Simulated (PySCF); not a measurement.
CAuClO, SMILES [Cl][Au]<-[C-]#[O+] (connectivity only; charge and spin as stated), charge -1, multiplicity 2.

Geometry optimised at B3LYP-D3(BJ)/def2-SVPD. The multiplicity is an assumed one; other spin states were not compared. The isomer is the one that the SMILES or the coordinates give; other isomers of the formula were not compared. The def2 effective core potentials stand for the cores of Au; spin–orbit coupling is left out.

These are M06-2X/def2-TZVPD run with PySCF values and carry that method's errors.

Isolated molecule, no solvent.

| Quantity | Result |
|---|---|
| total energy | -709.25752 hartree |
| point group | Cs |
| α spin, highest occupied and lowest empty level | -1.00 and 3.89 eV |
| β spin, highest occupied and lowest empty level | -4.34 and 3.52 eV |
| dipole moment about the centre of nuclear charge | 1.47 D |
| mean static polarisability | 81.6 bohr³ (12.09 Å³) |
| polarisability, principal values | 58.1, 62.9, 123.9 bohr³ |
| ⟨S²⟩ | 0.758 (pure state 0.75) |
